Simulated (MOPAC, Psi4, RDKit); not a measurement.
Internal rotation in B2Cl4, SMILES ClB(Cl)B(Cl)Cl. Scanned: dihedral Cl1–B2–B4–Cl5; all other coordinates were relaxed at GFN2-xTB. Points at φ and −φ are mirror images.

Atom numbering (GFN2-xTB optimised geometry, Å):
```
6

Cl     1.5739     1.2225     1.1181
B      0.8458     0.0774     0.0602
Cl     1.9100    -0.9031    -0.8706
B     -0.8457    -0.0776    -0.0600
Cl    -1.7258    -1.1649     0.9417
Cl    -1.7581     0.8458    -1.1894
```

- r2SCAN/def2-TZVP // GFN2-xTB (Psi4)
- HF/cc-pVTZ // GFN2-xTB (Psi4)
- B3LYP/def2-TZVP // GFN2-xTB (Psi4)
- UFF // GFN2-xTB (RDKit)
- AM1, restricted, heats of formation // GFN2-xTB (MOPAC)
- MP2/cc-pVTZ = DF-MP2 (frozen core)/cc-pVTZ // GFN2-xTB run with Psi4

Energies in kJ/mol, each method relative to its own lowest point.

```csv
φ / °,r2SCAN/def2-TZVP,HF/cc-pVTZ,B3LYP/def2-TZVP,UFF,AM1,MP2/cc-pVTZ
-150,5.1,8.5,6.7,9.4,9.5,4.9
-120,1.6,2.7,2.1,28.6,3.1,1.5
-90,0.0,0.0,0.0,38.1,0.0,0.0
-60,1.6,2.7,2.2,28.5,3.1,1.6
-30,5.2,8.5,6.7,9.3,9.5,4.9
0,7.2,12.0,9.3,0.0,13.0,7.0
30,5.2,8.5,6.7,9.3,9.5,4.9
60,1.6,2.7,2.2,28.5,3.1,1.6
90,0.0,0.0,0.0,38.1,0.0,0.0
120,1.6,2.7,2.1,28.6,3.1,1.5
150,5.1,8.5,6.7,9.4,9.5,4.9
180,7.1,11.8,9.2,0.0,12.9,6.9
```

Root-mean-square difference from the MP2/cc-pVTZ profile, itself a level with limits, after the best constant shift (kJ/mol): r2SCAN/def2-TZVP 0.1, HF/cc-pVTZ 1.8, B3LYP/def2-TZVP 0.8, UFF 15.9, AM1 2.1.
